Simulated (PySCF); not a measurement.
**Adding and removing an electron: SiI**

PBE0; PySCF, scalar-relativistic core potentials, basis sets Si def2-TZVPPD, I def2-TZVPPD with ECP28. Neutral (UKS): doublet (π ↑), Re = 2.442 Å, ωe = 363 cm⁻¹, De = 3.34 eV, HOMO -5.29 eV, LUMO -3.25 eV.

SiI⁺ (UKS): singlet (closed shell), Re = 2.316 Å, ωe = 456 cm⁻¹, De = 4.30 eV to Si⁺ + I. The energies at the minima are -587.06560 hartree for SiI and -586.79891 for SiI⁺.

(1) Work out the adiabatic ionisation energy, without and with harmonic zero-point energies (1 hartree = 27.2114 eV, 1 eV = 8065.5 cm⁻¹), and the change of the bond length.

SiI⁻ (UKS): triplet (π ↑↑), Re = 2.647 Å, ωe = 247 cm⁻¹, De = 1.68 eV to Si + I⁻. The energies at the minima are -587.06560 hartree for SiI and -587.12368 for SiI⁻.

(2) Work out the adiabatic electron affinity, without and with harmonic zero-point energies (1 hartree = 27.2114 eV, 1 eV = 8065.5 cm⁻¹), and the change of the bond length.

These are scalar-relativistic numbers at best; spin–orbit coupling would shift them, the dissociation energy most. For an ion De counts to the pair picked by the measured ionisation energies or electron affinities, which need not be the lowest pair at this level. The highest Kohn–Sham level is positive in this anion. Much of that is self-interaction error, but it also means that the finite basis helps to hold the extra electron. States were picked by a PBE0 search and need not be the measured ground states.

Answers

(1) At PBE0: 0.26669 hartree = 7.257 eV between the minima; the zero-point term (456.0 − 363.0)/2 cm⁻¹ = +0.006 eV makes it 7.263 eV. Re changes by -12.6 pm against the neutral. The electron leaves a π orbital, and the shorter bond of the ion fits an antibonding orbital, or a change in how ionic the bond is.

(2) At PBE0: 0.05808 hartree = 1.580 eV between the minima; the zero-point term (363.0 − 247.0)/2 cm⁻¹ = +0.007 eV makes it 1.588 eV. Re changes by +20.5 pm against the neutral. The electron enters a π orbital, and the longer bond of the ion fits an antibonding orbital, or a change in how ionic the bond is.
